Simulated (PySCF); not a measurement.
Compound: C₄F₈.
Numbering: `[F:1][C:2]([F:3])=[C:4]([F:5])[C:6]([F:7])([F:8])[C:9]([F:10])([F:11])[F:12]`

Computed with PySCF at PBE0/def2-SVPD, non-relativistic, on one gas-phase PBE0-D3(BJ)/def2-SVP geometry that isn't relaxed in the solvent. The solvent is an IEF-PCM continuum (van der Waals radii × 1.2), and excitations are vertical TDDFT with non-equilibrium linear response and a frozen core. Only the electrostatic response of the medium enters.

Gas-phase singlets (H = HOMO, L = LUMO):

```csv
state,E (eV),λ (nm),f,leading configuration
S1,6.829,182,0.004,H→L+1 89%
S2,7.387,168,0.347,H→L 82%
S3,7.562,164,0.085,H→L+2 78%
S4,8.622,144,0.005,H-1→L 96%
S5,8.752,142,0.003,H→L+3 93%
```

Task: What are the lowest 5 singlets in chloroform (ε = 4.711)?

Result: 
```tsv
state	E (eV)	λ (nm)	f	leading configuration	change by rank (eV)
S1	6.764	183	0.005	H→L+1 92%	-0.065
S2	7.245	171	0.446	H→L 91%	-0.142
S3	7.532	165	0.051	H→L+2 88%	-0.030
S4	8.599	144	0.005	H→L+3 93%	-0.023
S5	8.706	142	0.007	H-1→L 95%	-0.046
```

Task: The ground-state energy changes by -0.049 eV from gas to chloroform. By how much does the total energy of gas-phase S1 change?

Result: E(S1) = E(S0) + excitation energy, so it changes by -0.049 − 0.065 = -0.114 eV: it is lowered more than the ground state, which is what a red shift means. This is the vertical state, with the slow part of the continuum still set for S0.

Task: How do the frontier levels move from gas to chloroform?

Result: 
```json
{"orbital": "LUMO+2", "gas (eV)": "0.41", "solvent (eV)": "0.58", "change (eV)": "+0.17"}
{"orbital": "LUMO+1", "gas (eV)": "0.16", "solvent (eV)": "0.29", "change (eV)": "+0.13"}
{"orbital": "LUMO", "gas (eV)": "-0.85", "solvent (eV)": "-0.66", "change (eV)": "+0.19"}
{"orbital": "HOMO", "gas (eV)": "-8.46", "solvent (eV)": "-8.25", "change (eV)": "+0.21"}
{"orbital": "HOMO-1", "gas (eV)": "-10.96", "solvent (eV)": "-10.87", "change (eV)": "+0.09"}
{"orbital": "HOMO-2", "gas (eV)": "-12.47", "solvent (eV)": "-12.36", "change (eV)": "+0.11"}
{"orbital": "HOMO-3", "gas (eV)": "-12.66", "solvent (eV)": "-12.60", "change (eV)": "+0.06"}
```

The HOMO–LUMO gap goes from 7.61 to 7.60 eV.

The values belong to the conformer `[F:1][C:2]([F:3])=[C:4]([F:5])[C:6]([F:7])([F:8])[C:9]([F:10])([F:11])[F:12]`: C2–C4–C6–F7 122°, C4–C6–C9–F10 176°.
